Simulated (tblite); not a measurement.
Run record: molecular-dynamics run, `CO[C@H]1C=C1C#N`.

Computed with GFN2-xTB (tblite), gas phase: Langevin dynamics at 600 K from the optimised GFN2-xTB geometry, time step 0.5 fs, friction 0.01 fs⁻¹, 2000 steps. The input is one job of a driver script: a line of settings, then coordinates in Å. «temperature» is in K, «steps» counts time steps and «every» is the stride of the printed frames; «frames» go on to single points.

Command:
```bash
OMP_NUM_THREADS=1 python probes_run.py task.json out
```

Input:
```
{"job": {"kind": "md", "xc": "GFN2-xTB", "basis": "xTB", "temperature": 600, "steps": 2000, "every": 50, "frames": 5}, "charge": 0, "multiplicity": 1}
C     -1.601050    -0.962564     0.058904
O     -1.094657     0.088687     0.854050
C     -0.156057     0.872391     0.197532
C      0.968818     1.435578     0.974676
C      1.304522     0.442603     0.180968
C      2.197510    -0.458376    -0.346453
N      2.902482    -1.236653    -0.815460
H     -2.064830    -0.575149    -0.855479
H     -2.350401    -1.469814     0.661669
H     -0.808564    -1.668494    -0.214820
H     -0.554255     1.394014    -0.674897
H      1.257680     2.137092     1.718002
```

Problem. What does the run print? One trajectory will do; the random numbers aren't given.

Solution. 
```
t/fs     T/K      E/eV
    0.0   523.0   -546.90687
   25.0   550.7   -546.44778
   50.0   558.8   -546.13172
   75.0   593.2   -546.41613
  100.0   525.9   -546.45470
  125.0   464.4   -546.28491
  150.0   482.8   -546.13820
  175.0   378.6   -545.99554
  200.0   460.0   -546.23038
  225.0   471.3   -546.16898
  250.0   519.6   -546.29010
  275.0   422.6   -546.09595
  300.0   681.8   -546.44837
  325.0   517.1   -546.09194
  350.0   628.8   -546.29977
  375.0   542.3   -546.20173
  400.0   689.7   -546.38409
  425.0   612.1   -546.42491
  450.0   524.1   -546.01516
  475.0   502.9   -545.76266
  500.0   756.8   -546.19126
  525.0   470.6   -545.97420
  550.0   473.0   -546.25912
  575.0   400.2   -546.04569
  600.0   398.6   -546.12356
  625.0   491.7   -546.40364
  650.0   524.7   -546.15113
  675.0   420.3   -545.96828
  700.0   590.9   -546.35822
  725.0   596.2   -546.29905
  750.0   447.2   -546.04283
  775.0   470.8   -546.17765
  800.0   610.3   -546.26578
  825.0   473.8   -546.10524
  850.0   414.2   -546.20257
  875.0   509.1   -546.22636
  900.0   339.5   -546.06519
  925.0   635.5   -546.34150
  950.0   378.8   -545.93678
  975.0   666.8   -546.30296
 1000.0   385.9   -546.00458
```

E is the potential energy; T comes from the kinetic energy over all 3N coordinates.

Problem. Sum up the printed frames.

Solution. 41 frames over 1000 fs. T runs from 340 K (900 fs) to 757 K (500 fs), with a mean of 515 K over all frames and 498 K from 500 fs on. E starts at -546.907 eV, peaks 1.144 eV above that at 475 fs, and averages 0.743 eV above it from 500 fs on.

Problem. Give the last frame.

Solution. 1.05 Å rms from the start after alignment:
```
atom  x, y, z in Å
C1     -2.385   -1.827    1.799
O2     -1.165   -1.147    2.229
C3     -0.839    0.062    1.630
C4      0.711    0.391    1.764
C5      0.224   -0.095    0.652
C6      0.371   -0.180   -0.717
N7      0.680   -0.198   -1.860
H8     -1.942   -2.656    1.279
H9     -3.022   -1.246    1.132
H10    -2.980   -2.043    2.785
H11    -1.555    0.922    1.656
H12     1.566    0.641    2.438
```

Problem. How long does this job take on one thread of an Arm Neoverse V1, on a shared host?

Solution. About 8.6 s.
